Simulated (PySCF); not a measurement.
## Polarisability and C₆ of In⁻ (indium, charge -1)

[Kr] 4d10 5s2 5p2, high-spin 3P determinant. Computed with PySCF 2.14 in aug-cc-pwCVTZ-DK3 with one added diffuse shell each of s, p, d, f type (11s10p8d5f1g, 125 functions), with the spin-free X2C one-electron Hamiltonian (Gaussian nucleus). Coupled (time-dependent) response in atomic units; α is the mean over directions.

| method | mean α (bohr³) | α xx, yy, zz | C₆ (like pair) | S(−4) |
| --- | --- | --- | --- | --- |
| UHF | 640.4 | 302.5, 809.7, 809.1 | 13730 | 530300 |

S(−4) is the Cauchy moment in α(ω) = α(0) + S(−4) ω² + …

Spin-orbit coupling is absent.

α(iu) at UHF:

```json
{"u (hartree)": "0", "α(iu) (bohr³)": "640.4"}
{"u (hartree)": "0.0500", "α(iu) (bohr³)": "275.9"}
{"u (hartree)": "0.100", "α(iu) (bohr³)": "138.0"}
{"u (hartree)": "0.200", "α(iu) (bohr³)": "59.68"}
{"u (hartree)": "0.300", "α(iu) (bohr³)": "34.36"}
{"u (hartree)": "0.500", "α(iu) (bohr³)": "16.48"}
{"u (hartree)": "0.750", "α(iu) (bohr³)": "9.238"}
{"u (hartree)": "1.00", "α(iu) (bohr³)": "6.223"}
{"u (hartree)": "1.50", "α(iu) (bohr³)": "3.631"}
{"u (hartree)": "2.00", "α(iu) (bohr³)": "2.477"}
{"u (hartree)": "3.00", "α(iu) (bohr³)": "1.406"}
{"u (hartree)": "5.00", "α(iu) (bohr³)": "0.6379"}
```

A single London oscillator, α(iu) = α/(1 + u²/ω²), gives C₆ = (3/4) ω α². Matching the computed C₆ needs ω = 4 × 13730 / (3 × 640.4²) = 0.0446 hartree.

For an ion, C₆ is the dispersion term alone; charge-induced terms of lower order in 1/R come first.

The components differ because the open shell of this determinant is not spherical; for a pure term their mean is the scalar polarisability.
